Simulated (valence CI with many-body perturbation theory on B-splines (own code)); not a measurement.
## E1 line list for Ce⁹⁺

Level of theory: valence CI with perturbative core correlation (CI+MBPT): three valence electrons over a frozen Dirac-Fock core [Kr] 4d10, radial functions for each j: 7 s, 7 p, 7 d, 7 f, 4 g, 2 h, with the one-electron correlation potential Σ1 (screened to all orders), the two-electron term Σ2, the three-electron term Σ3, Breit, model QED; selected single and double excitations, second order for the rest, scaled by the run's own slope (own B-spline code, finite nucleus).

No measured levels were compared; by estimate levels hold to about 250 cm⁻¹ or 0.2 % of their energy and the worst to 1 %, as in measured heavy ions of charge 2 to 7; those with d or f electrons hold less well.

Lines 101 to 150 of 581 in falling wavelength, among levels below 491510 cm⁻¹, chosen from the strongest by gf and those to the six lowest levels. Wavelengths and rates use the calculated energies, so an error of 400 cm⁻¹ moves a line at 611.9 Å by 0.24 % and its rate by three times that or more. Electric multipoles are in the length gauge, E1 and E2 with the static RPA response of the core. Weak lines are less certain than strong ones. Lines between different terms over intervals too small for the method are left out, as are lines whose strength nearly cancels. Where a level lies close to another of its J and parity, the split of strength between their lines is uncertain.

Names give the largest LS component (configuration and term), which can be under half, so a name can repeat, a term be missing and a line seem to break the LS rules; names also repeat where a configuration has a term twice. Letters in brackets count levels of one name in rising energy.

```
λ vac (Å)                 Upper                Lower   A (s⁻¹)  S (a.u.) with core polarisation  S without
    611.9        4f 5p2 4G°_5/2  4f 5s 5p 2F_7/2 [a]  2.00e+09                         1.36e+00   1.79e+00
    611.5        4f 5p2 4G°_5/2      4f 5s 5p 4F_5/2  1.47e+09                         9.92e-01   1.31e+00
    611.3   4f 5s 5p 2F_5/2 [a]       5s2 5p 2P°_3/2  2.90e+08                         1.96e-01   2.62e-01
    610.8       4f 5s 5p 4D_5/2       4f 5s2 2F°_5/2  9.61e+07                         6.49e-02   8.60e-02
    610.0        4f 5p2 4F°_5/2  4f 5s 5p 2F_5/2 [b]  8.82e+08                         5.93e-01   7.90e-01
    610.0    4f 5p2 4D°_7/2 [b]      4f 5s 5p 4G_9/2  2.10e+09                         1.88e+00   2.49e+00
    609.5    4f 5p2 2G°_9/2 [a]      4f 5s 5p 4G_9/2  1.83e+09                         2.04e+00   2.70e+00
    608.0   4f 5s 5p 2F_7/2 [b]       4f 5s2 2F°_7/2  1.26e+08                         1.12e-01   1.46e-01
    607.9       4f2 5p 4H°_11/2       4f2 5s 2H_11/2  4.50e+08                         5.99e-01   7.81e-01
    600.7  5s 5p 5d 4F°_9/2 [a]        4f2 5s 2G_9/2  4.68e+08                         5.00e-01   6.49e-01
    600.6  5s 5p 5d 4F°_9/2 [b]        4f2 5s 2G_9/2  4.70e+08                         5.02e-01   6.54e-01
    599.5    4f2 5p 2G°_7/2 [a]        4f2 5s 2H_9/2  7.56e+08                         6.43e-01   8.57e-01
    599.4       5p3 2P°_3/2 [a]        5s 5p2 2P_3/2  1.57e+09                         6.68e-01   9.04e-01
    599.3   4f2 5p 4G°_11/2 [b]       4f2 5s 2H_11/2  1.31e+09                         1.67e+00   2.17e+00
    599.3    4f2 5p 4H°_9/2 [b]        4f2 5s 2H_9/2  5.74e+08                         6.09e-01   7.92e-01
    598.9       4f 5p2 4G°_11/2     4f 5s 5p 4G_11/2  2.84e+09                         3.61e+00   4.76e+00
    598.6   4f 5s 5p 2F_7/2 [b]       4f 5s2 2F°_5/2  4.78e+07                         4.05e-02   5.35e-02
    598.0    4f 5p2 2F°_5/2 [a]  4f 5s 5p 4F_7/2 [b]  1.06e+09                         6.69e-01   8.91e-01
    597.8    4f 5p2 4D°_7/2 [a]      4f 5s 5p 4F_9/2  2.96e+09                         2.50e+00   3.31e+00
    597.5    4f 5p2 4F°_9/2 [a]      4f 5s 5p 4G_9/2  5.49e+08                         5.78e-01   7.58e-01
    595.2        4f 5p2 4G°_5/2  4f 5s 5p 4F_7/2 [a]  7.84e+08                         4.89e-01   6.49e-01
    594.5       5p3 2P°_3/2 [b]        5s 5p2 2P_3/2  1.25e+09                         5.18e-01   7.04e-01
    592.5    4f 5p2 4D°_7/2 [a]  4f 5s 5p 2F_7/2 [a]  9.59e+08                         7.88e-01   1.04e+00
    592.3  5s 5p 5d 4F°_9/2 [b]        4f2 5s 2H_9/2  4.62e+08                         4.74e-01   6.17e-01
    592.1    4f 5p2 4D°_7/2 [a]      4f 5s 5p 4F_5/2  8.54e+08                         7.00e-01   9.21e-01
    586.2    4f2 5p 2P°_1/2 [a]        4f2 5s 2D_3/2  2.82e+09                         5.60e-01   7.34e-01
    583.3   4f 5s 5p 2D_5/2 [a]       4f 5s2 2F°_7/2  3.91e+08                         2.30e-01   2.89e-01
    578.7         5s 5p2 2D_5/2       5s2 5p 2P°_3/2  9.88e+08                         5.67e-01   7.68e-01
    576.9   4f2 5p 4G°_11/2 [b]        4f2 5s 4F_9/2  2.10e+09                         2.38e+00   3.08e+00
    576.6        4f2 5p 4F°_9/2       4f2 5s 2H_11/2  7.80e+08                         7.38e-01   9.89e-01
    575.2    4f 5p2 2F°_7/2 [b]  4f 5s 5p 2F_5/2 [b]  8.48e+08                         6.37e-01   8.44e-01
    574.6   4f 5s 5p 2D_5/2 [a]       4f 5s2 2F°_5/2  4.49e+08                         2.52e-01   3.33e-01
    573.7    4f2 5p 2F°_7/2 [a]        4f2 5s 2F_7/2  1.33e+09                         9.92e-01   1.32e+00
    572.1       4f2 5p 2K°_13/2       4f2 5s 2I_11/2  3.12e+09                         4.03e+00   5.22e+00
    571.9       4f2 5p 2K°_13/2       4f2 5s 2I_13/2  2.04e+09                         2.64e+00   3.41e+00
    570.5         5s 5p2 2P_1/2       5s2 5p 2P°_3/2  6.91e+08                         1.27e-01   1.69e-01
    567.3       5p3 4S°_3/2 [a]        5s 5p2 4P_5/2  4.24e+09                         1.53e+00   2.05e+00
    565.9    4f2 5p 4G°_7/2 [c]        4f2 5s 2G_7/2  9.45e+08                         6.76e-01   8.91e-01
    564.8       4f2 5p 4H°_11/2       4f2 5s 4H_11/2  1.55e+09                         1.66e+00   2.16e+00
    564.0       4f2 5p 4I°_13/2       4f2 5s 4H_13/2  1.38e+09                         1.71e+00   2.22e+00
    563.8    4f2 5p 2F°_5/2 [c]        4f2 5s 2F_5/2  1.19e+09                         6.34e-01   8.38e-01
    563.1        4f2 5p 4G°_9/2        4f2 5s 2H_9/2  5.50e+08                         4.85e-01   6.33e-01
    562.8   4f2 5p 2H°_11/2 [b]       4f2 5s 2I_11/2  1.48e+09                         1.56e+00   2.04e+00
    562.7   4f2 5p 2H°_11/2 [a]        4f2 5s 2G_9/2  5.18e+08                         5.47e-01   7.05e-01
    562.6   4f2 5p 2H°_11/2 [b]       4f2 5s 2I_13/2  4.86e+08                         5.12e-01   7.45e-01
    562.3    4f2 5p 4H°_9/2 [b]        4f2 5s 4H_9/2  1.57e+09                         1.38e+00   1.80e+00
    562.1   4f2 5p 4G°_11/2 [b]       4f2 5s 4H_13/2  8.54e+08                         8.98e-01   1.19e+00
    562.0    4f2 5p 2G°_9/2 [b]        4f2 5s 2G_9/2  1.13e+09                         9.94e-01   1.32e+00
    561.6    4f2 5p 2D°_3/2 [a]        4f2 5s 2D_3/2  1.37e+09                         4.80e-01   6.59e-01
    560.9       4f2 5p 4H°_11/2        4f2 5s 4H_9/2  3.01e+09                         3.15e+00   4.07e+00
```
